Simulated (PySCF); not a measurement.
## Polarisability and C₆ of Si²⁺ (silicon, charge +2)

[Ne] 3s2, closed-shell 1S. Computed with PySCF 2.14 in aug-cc-pCVQZ-DK (10s9p7d5f3g, 134 functions), with the spin-free X2C one-electron Hamiltonian (Gaussian nucleus). Coupled (time-dependent) response in atomic units; α is the mean over directions.

```csv
method,mean α (bohr³),C₆ (like pair),S(−4)
UHF,12.48,44.56,90.21
PBE,11.59,39.70,79.05
PBE0,11.84,41.03,82.28
M06,10.90,35.52,72.61
TPSS,12.14,42.85,85.42
```

S(−4) is the Cauchy moment in α(ω) = α(0) + S(−4) ω² + …

α(iu) at PBE:

```json
{"u (hartree)": "0", "α(iu) (bohr³)": "11.59"}
{"u (hartree)": "0.0500", "α(iu) (bohr³)": "11.40"}
{"u (hartree)": "0.100", "α(iu) (bohr³)": "10.85"}
{"u (hartree)": "0.200", "α(iu) (bohr³)": "9.120"}
{"u (hartree)": "0.300", "α(iu) (bohr³)": "7.222"}
{"u (hartree)": "0.500", "α(iu) (bohr³)": "4.388"}
{"u (hartree)": "0.750", "α(iu) (bohr³)": "2.549"}
{"u (hartree)": "1.00", "α(iu) (bohr³)": "1.656"}
{"u (hartree)": "1.50", "α(iu) (bohr³)": "0.8881"}
{"u (hartree)": "2.00", "α(iu) (bohr³)": "0.5798"}
{"u (hartree)": "3.00", "α(iu) (bohr³)": "0.3314"}
{"u (hartree)": "5.00", "α(iu) (bohr³)": "0.1710"}
```

A single London oscillator, α(iu) = α/(1 + u²/ω²), gives C₆ = (3/4) ω α². Matching the computed C₆ needs ω = 4 × 39.70 / (3 × 11.59²) = 0.394 hartree.

For an ion, C₆ is the dispersion term alone; charge-induced terms of lower order in 1/R come first.
